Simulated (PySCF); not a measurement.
An unknown shows these calculated signals:

$^{1}$H NMR (400 MHz, computed): δ 8.14 (d, 1H), 6.75 (br s, 1H), 5.82 (m, 1H), 2.06 (s, 3H).

$^{13}$C{$^{1}$H} NMR (computed): δ 176.1 (C), 164.7 (C), 138.8 (CH), 129.9 (C), 51.3 (CH), 23.5 (CH3).

PySCF 2.14 calculation with PBE0/pcSseg-1 with gauge-including orbitals and structure optimised with GFN2-xTB; single conformer, averaged over atoms made equivalent by symmetry, fast rotation or ring inversion, isolated molecule, relativity neglected.

Chemical shifts δ = σref − σ; $^{1}$H (31.72 ppm) and $^{13}$C (186.93 ppm) against TMS, all at this level.

Problem. Which of these does the molecule contain: a non-aromatic C=C double bond, a three-membered ring, an ester, a Si–CH3 group, a CH3CH2 unit, an S-methyl group?

Solution. 
- A non-aromatic C=C double bond: yes.
- A three-membered ring: yes.
- An ester: yes (δC 176.1).
- A Si–CH3 group: no.
- A CH3CH2 unit: no.
- An S-methyl group: no.

The data belong to SMILES OC(C1=C[C@@H]1OC(C)=O)=O, C6H6O4; they needn't prove each group on their own.

Carbon signals by region: 2 in the far downfield region (above 160 ppm), 2 in the sp2 and nitrile region (100–160 ppm), 1 at 50–100 ppm, 1 below 50 ppm. Above 160 ppm: 176.1, ester carbonyl carbon, 164.7, carboxylic acid carbon.

OH/NH shifts are gas-phase values; hydrogen bonding in solution moves them, usually downfield. Shifts are as computed. Against solution values, carbons near 30 ppm lie about +3 ppm off and those near 130 ppm about +5 ppm. Of 1309 compounds with measured shifts, 239 miss one by over three times the rms of a fit or turn the order of signals round; such compounds aren't used in these exercises. Hydrogen bonding in solution deshields acid and N–H amide carbonyl carbons by as much as 10 ppm beyond these values. Multiplicities follow the n + 1 count of equivalent neighbours, as no J values were calculated; m marks all less simple cases, F and P coupling included.
